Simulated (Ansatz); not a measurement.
System: C$_{2}$H$_{8}$BN$_{2}$ (charge 0, doublet). It need not be the lowest isomer of its formula. 
Structure (B3LYP-D3(BJ)/def2-TZVP (Ansatz, an electronic-structure program) minimum search):
```xyz
13

C      2.1256    -0.0392     0.0759
C      0.7892    -0.6889     0.1691
B     -0.5827    -0.0072    -0.0171
N     -1.7653    -0.7912     0.1110
N     -0.6726     1.3826    -0.3121
H      2.7448    -0.4998    -0.7047
H      2.0680     1.0284    -0.1444
H      2.6938    -0.1489     1.0085
H      0.8211    -1.7539     0.3921
H     -1.7354    -1.7727     0.3190
H     -2.6979    -0.4320     0.0064
H      0.1348     1.9696    -0.4114
H     -1.5395     1.8736    -0.4426
```
Charge 0, spin multiplicity 2.

Computed values are from Ansatz. Correlated levels leave the core frozen unless marked. UHF or UKS for open shells. No spin-orbit coupling. Non-relativistic. CBS(X,Y): correlation extrapolated as X^-3; Hartree-Fock from the larger set.

```
Property                                                         Value
---------------------  -----------------------------------------------
atomisation energy De  1198.0 kcal/mol at CCSD(T)/CBS(cc-pVTZ,cc-pVQZ)
total energy              -215.1499 Eh at CCSD(T)/CBS(cc-pVTZ,cc-pVQZ)
dipole moment                            0.65 D at CCSD(T)/aug-cc-pVDZ
T1 diagnostic                                    0.012 at CCSD/cc-pVQZ
```
